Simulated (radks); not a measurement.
Trend from Zr+ to Cd+: ionisation energy by Delta-SCF between NIST ground configurations, and size. Calculated with a radial shooting solver on a logarithmic mesh with Libxc functionals: Dirac Kohn-Sham, PBE, spin-unpolarised, spherical densities, point nucleus; open shells are shared between the two j in proportion to 2j + 1.

species  configuration  configuration of the ion  IE (eV)  NIST (eV)       kind   -e(HOMO) (eV)  outermost  <r> outermost (bohr)  r at 0.001 e/bohr^3 (bohr)
Zr+       [Kr] 4d2 5s1                  [Kr] 4d2   12.940     13.130       exp.   9.926 (4d5/2)      5s1/2                  3.43                        4.48
Nb+           [Kr] 4d4                  [Kr] 4d3   14.039     14.320  semi-emp.   9.242 (4d5/2)      4d5/2                  2.07                        4.09
Mo+           [Kr] 4d5                  [Kr] 4d4   15.461       16.2  semi-emp.  10.329 (4d5/2)      4d5/2                  1.90                        4.01
Tc+       [Kr] 4d5 5s1                  [Kr] 4d5   14.852     15.260  semi-emp.  11.393 (5s1/2)      5s1/2                  3.04                        4.22
Ru+           [Kr] 4d7                  [Kr] 4d6   18.186       16.8  semi-emp.  12.411 (4d5/2)      4d5/2                  1.65                        3.83
Rh+           [Kr] 4d8                  [Kr] 4d7   19.511     18.080  semi-emp.  13.424 (4d5/2)      4d5/2                  1.55                        3.75
Pd+           [Kr] 4d9                  [Kr] 4d8   20.819       19.4  semi-emp.  14.424 (4d5/2)      4d5/2                  1.47                        3.67
Ag+          [Kr] 4d10                  [Kr] 4d9   22.115     21.484       exp.  15.415 (4d5/2)      4d5/2                  1.40                        3.59
Cd+      [Kr] 4d10 5s1                 [Kr] 4d10   17.127     16.908       exp.  13.057 (5s1/2)      5s1/2                  2.65                        3.86

Reference values: NIST Atomic Spectra Database (exp. = measured, semi-emp. = semi-empirical, theory = theoretical value adopted there). Spin polarisation and multiplet splitting are left out, so open shells lie too high by an amount that depends on their filling. Sharing an open shell by 2j + 1 raises it above the true ground level by a part of the spin-orbit splitting, which enters the differences from NIST.

Beside tabulated values, note that spin-unpolarised runs miss the spin-polarisation part of the exchange energy of open shells.
